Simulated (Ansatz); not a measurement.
Energy needed to pull apart InH5S (SMILES [SH2+][InH3-]), closed shell, into free ground-state atoms, from the structure below (displaced at random from a GFN2-xTB minimum); no zero-point or spin–orbit terms; open-shell atoms are treated unrestricted, in their ground-state multiplicity.

```
7
angstrom
S -0.7243 -1.4242 -0.0741
In 0.2039 1.0942 -0.3034
H -0.6582 -1.3969 1.1854
H 0.6155 -2.0959 -0.2887
H -0.8990 1.9747 -1.2850
H 0.0846 1.3249 1.3550
H 1.7819 0.6542 -0.8461
```

Ansatz 0.2.0; basis: def2-TZVPP; cores frozen in the correlated methods. Filled d shells of the heavier atoms are correlated. Core potentials replace the inner electrons of the atoms past krypton. The def2 sets are not built for correlating such inner shells, so the correlated values are less sure here.

```json
{"method": "PBE-D4", "atomization energy (kcal/mol)": "349.0"}
{"method": "r2SCAN-D4", "atomization energy (kcal/mol)": "?"}
{"method": "B97M-V", "atomization energy (kcal/mol)": "363.8"}
{"method": "PBE0-D4", "atomization energy (kcal/mol)": "348.0"}
{"method": "LC-wPBE", "atomization energy (kcal/mol)": "349.7"}
{"method": "wB97M-V", "atomization energy (kcal/mol)": "359.6"}
{"method": "HF", "atomization energy (kcal/mol)": "?"}
{"method": "MP2", "atomization energy (kcal/mol)": "338.1"}
{"method": "CCSD", "atomization energy (kcal/mol)": "346.5"}
{"method": "CCSD(T)", "atomization energy (kcal/mol)": "350.3"}
```

(1) What does r2SCAN-D4 give? (An estimate is asked for; the value comes from the calculation.)

(2) What does HF give? (An estimate is asked for; the value comes from the calculation.)

No T1 diagnostic of these runs exceeds 0.014.

Answers

(1) Computed: 355.6 kcal/mol, which is about 5.3 kcal/mol more than CCSD(T)/def2-TZVPP.

(2) Computed: 247.8 kcal/mol, which is about 102.5 kcal/mol less than CCSD(T)/def2-TZVPP.

In triple zeta the MP2 and coupled-cluster atomization energies are still short of their basis limit by a few kcal/mol a bond, whereas those of the functionals are nearly converged, so these differences are not deviations from converged CCSD(T).

For scale, one of the runs: CCSD(T)/def2-TZVPP forces, 162 basis functions (an equivalent command: `ansatz run in.yaml --threads 4`). Hardware: 4 CPU threads, shared host. Wall time 100 s; peak host memory 2.4 GiB.
